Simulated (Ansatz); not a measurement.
Computed with Ansatz on PBE0-D4/def2-TZVP structures; ΔE is electronic, products minus reactants. CBS: MP2 limit from def2 TZ/QZ plus the TZ coupled-cluster correction, frozen cores. Functionals use def2-TZVPP. For Ge outer-core shells are correlated without core-valence functions, which leaves a few kJ/mol of doubt a bond. Scalar relativity is left out up to krypton. Each species was taken in one conformer, which may not be the lowest.

`CN([SiH2]F)[SiH2]Cl` + `[AlH2][GeH3]` → `F[SiH2][AlH][GeH3]` + `CN[SiH2]Cl`  (formal exchange of groups at the Si–N bond)

`CN([SiH2]F)[SiH2]Cl`:

Cartesian coordinates in Å:
```
C 0.918 -0.426 -1.134
N 0.050 -0.027 -0.019
Si 0.149 -0.890 1.455
F 1.430 -0.459 2.314
Si -0.978 1.324 -0.270
Cl -2.441 0.884 -1.653
H 1.363 -1.404 -0.940
H 1.731 0.290 -1.286
H 0.347 -0.506 -2.063
H -1.048 -0.585 2.266
H 0.331 -2.330 1.166
H -0.222 2.459 -0.847
H -1.631 1.668 1.010
```

`[AlH2][GeH3]`:

Z-matrix (Å, degrees):
```
Ge
Al 1 2.477
H 1 1.541 2 113.1
H 1 1.544 2 110.3 3 -118.9
H 1 1.541 2 113.2 3 122.2
H 2 1.588 1 120.3 3 30.1
H 2 1.588 1 120.3 3 -151.0
```

`F[SiH2][AlH][GeH3]`:

Cartesian coordinates in Å:
```
F -3.156 1.418 -0.502
Si -2.091 0.213 -0.388
Al 0.186 0.998 0.143
Ge 1.993 -0.691 0.328
H -2.601 -0.725 0.654
H -2.126 -0.526 -1.683
H 0.519 2.536 0.357
H 1.478 -2.142 0.255
H 2.777 -0.554 1.649
H 3.020 -0.525 -0.812
```

`CN[SiH2]Cl`:

Cartesian coordinates in Å:
```
C -0.211 0.303 1.363
N 0.304 -0.532 0.296
Si -0.026 -0.273 -1.349
Cl 0.846 1.428 -2.154
H 0.438 1.155 1.594
H -0.356 -0.280 2.276
H -1.187 0.701 1.074
H 1.161 -1.006 0.532
H 0.512 -1.421 -2.112
H -1.482 -0.074 -1.519
```

```tsv
level	ΔE (kJ/mol)	difference from CCSD(T)/CBS
ωB97X-V	76.8	-2.9
ωB97M-V	84.4	4.7
PBE	51.2	-28.5
PBE0	58.8	-20.9
MP2/def2-TZVPP	91.2	11.5
SCS-MP2/def2-TZVPP	89.0	9.3
CCSD(T)/def2-TZVPP	81.3	1.6
HF/def2-QZVPP	82.6	2.9
MP2/CBS(def2)	89.6	9.9
CCSD/CBS(def2)	79.0	-0.7
CCSD(T)/CBS	79.7	0
```

Largest T1 diagnostic among the species: 0.012.

The D4 term adds +9.8 kJ/mol with B3LYP and +5.3 kJ/mol with PBE0; it sums over pairs of atoms, weighted by their polarisabilities, and B3LYP, whose exchange is more repulsive, gets the larger term. From PBE to PBE0 (25 % exact exchange), in def2-TZVPP and without D4, ΔE moves by +7.7 kJ/mol.

B3LYP here is the variant with VWN-RPA as its local correlation; programs differ in this.
